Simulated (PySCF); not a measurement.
Nd(II) with different ligands

Computed with PySCF 2.14.0, PBE0, def2-SVP on the ligands, density fitting, scalar-relativistic core potentials, no spin-orbit coupling, vacuum. The metal has lcecp-0-SVP with ECP50. Each complex is relaxed within the symmetry of a template of the same shape. Distances are means of the shortest metal–ligand contacts, charges and spins Mulliken's; removal energies are rigid, with the ligand's formal charge and no counterpoise, so too large; for an anion taken off a cation in vacuum most of it is the attraction of opposite charges, and multiply charged cations can part far more cheaply with an electron moved from ligand to metal. lcecp potentials hold a fixed number of 4f electrons in the core, out of states, spins and gaps.

| complex | point group | M–first ligand (Å) | charge on M (e) | removal of one first-named ligand (eV) | strongest infrared band, degenerate modes summed (cm⁻¹) | unstable modes (below −25 cm⁻¹) |
| --- | --- | --- | --- | --- | --- | --- |
| [NdF3(H2O)]− | C1 | 2.292 | 0.75 | 5.10 | 2759 | 0 |
| [Nd(OH)3(NH3)]− | C1 | 2.333 | 0.43 | 4.23 | – | not given |
| [NdH3(H2O)]− | Cs | 2.401 | 0.02 | 4.18 | 934 | 0 |
| [NdCl3(NH3)]− | C3v | 2.784 | 0.42 | 3.63 | 1068 | 0 |
| [NdH3(NH3)]− | Cs | 2.411 | -0.06 | 3.50 | 915 | 0 |
| [NdCl3(H2O)]− | Cs | 2.793 | 0.52 | 3.98 | 734 | 0 |

Question: A further member has point group C3v, M–first ligand (Å) 2.275, charge on M (e) 0.65, removal of one first-named ligand (eV) 4.58, strongest infrared band, degenerate modes summed (cm⁻¹) 396, unstable modes (below −25 cm⁻¹) 0. Which complex is it?

Answer: [NdF3(NH3)]−. This is one of several that fit.

Moved off a saddle point of the template and relaxed again: [NdF3(H2O)]−, [NdH3(NH3)]−, [NdCl3(H2O)]−. One start shape was tried for each, so a minimum needn't be the lowest isomer. Oxidation states forced by the potential, rare, strongly oxidising or of another configuration in reality: [NdF3(H2O)]−, [Nd(OH)3(NH3)]−, [NdH3(H2O)]−, [NdCl3(NH3)]−, [NdF3(NH3)]−, [NdH3(NH3)]−, [NdCl3(H2O)]−.
